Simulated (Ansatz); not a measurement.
Frontier orbitals of C5H12ClFO2Ti, SMILES `C[O][Ti]([F])([Cl])[O]C(C)(C)C`.

```xyz
22

C     2.6980   -2.0062    0.6567
O     1.8050   -1.8809   -0.4018
Ti    0.4220   -1.5685   -1.4239
F     0.9298   -1.4517   -3.1140
Cl   -1.0377   -3.2180   -1.1167
O    -0.3512   -0.0803   -0.9408
C    -0.8434    0.9044   -0.0452
C     0.0019    0.8654    1.2185
C    -0.7259    2.2494   -0.7428
C    -2.2939    0.5612    0.2531
H     2.4922   -2.9285    1.2078
H     2.6039   -1.1566    1.3400
H     3.7217   -2.0429    0.2742
H    -0.3413    1.6183    1.9311
H    -0.0690   -0.1153    1.6946
H     1.0488    1.0675    0.9820
H     0.3171    2.4651   -0.9827
H    -1.1066    3.0458   -0.0997
H    -1.3007    2.2466   -1.6703
H    -2.3663   -0.4292    0.7066
H    -2.7239    1.2931    0.9404
H    -2.8804    0.5613   -0.6672
```

Total charge 0; spin multiplicity 1. Correlated methods include outer-core shells of Ti, which these sets cover unevenly. Scalar relativity is left out up to krypton. The structure was optimised at the PBE0-D4/def2-TZVP level. It is one conformer, not always the lowest. Basis def2-TZVPP, Ansatz 0.2.0.

```tsv
functional	HOMO (eV)	LUMO (eV)	gap (eV)
PBE	-6.93	-2.56	4.37
BLYP	-6.81	-2.47	4.34
r2SCAN	-7.27	-2.53	4.74
PBE0	-8.38	-1.68	6.70
B3LYP	-8.13	-1.95	6.18
r2SCANh	-7.80	-2.18	5.62
r2SCAN0	-8.61	-1.64	6.97
BHLYP	-9.73	-0.60	9.13
ωB97M-V	-10.65	0.50	11.15
```

Against PBE, PBE0 changes HOMO and LUMO by −1.45 and +0.88 eV, ωB97M-V by −3.72 and +3.06 eV. A gap of 4.37 eV thus becomes 11.14 eV for the same molecule, so an orbital gap means little without its functional. A positive LUMO is unbound and depends on the basis.

B3LYP here is the variant with VWN-RPA as its local correlation; programs differ in this.
